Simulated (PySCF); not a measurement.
NICS in one family of compounds.

Probes without a nucleus sit at each ring's centroid and 1 Å off its mean plane on both sides; NICS is minus the shielding there, NICSzz its component along the normal. Level: GIAO PBE0/pcSseg-1 (PySCF, non-relativistic, gas phase) on the GFN2-xTB geometries, one conformer each. Atom numbers follow the mapped SMILES.

Question: Order these rings by mean NICS(1)zz, lowest (most negative) first (ppm).
A. ring C4–C5–C6–O7–C8 in `[CH3:1]/[CH:2]=[P:3]/[c:4]1[cH:5][cH:6][o:7][cH:8]1`
B. ring C4–C5–C6–C7–C8–C9 in `[CH3:1]/[CH:2]=[P:3]/[c:4]1[cH:5][cH:6][cH:7][cH:8][c:9]1[CH3:10]`
C. ring C4–C5–C6–C7–S8 in `[CH3:1]/[CH:2]=[P:3]/[c:4]1[cH:5][cH:6][cH:7][s:8]1`

Answer: B (-27.5), A (-25.6), C (-23.3).

```tsv
SMILES	ring	NICS(0)	NICS(1)	NICS(1)zz	HOMA	rms pucker (Å)	ring atoms with four or more neighbours
C/C=P/c1ccccc1C	6-membered carbocycle; formal bonds all aromatic	-8.3	-11.0	-27.5	0.99	0.01	0
C/C=P/c1ccoc1	5-membered ring with O; formal bonds all aromatic	-11.2	-10.1	-25.6	0.48	0.00	0
C/C=P/c1cccs1	5-membered ring with S; formal bonds all aromatic	-10.6	-10.3	-23.3	0.81	0.00	0
```

NICS(0) gives another order. The isotropic NICS(1) gives another order. HOMA uses Krygowski's 1993 parameters. NICS(1) and NICS(1)zz are means over the two faces.
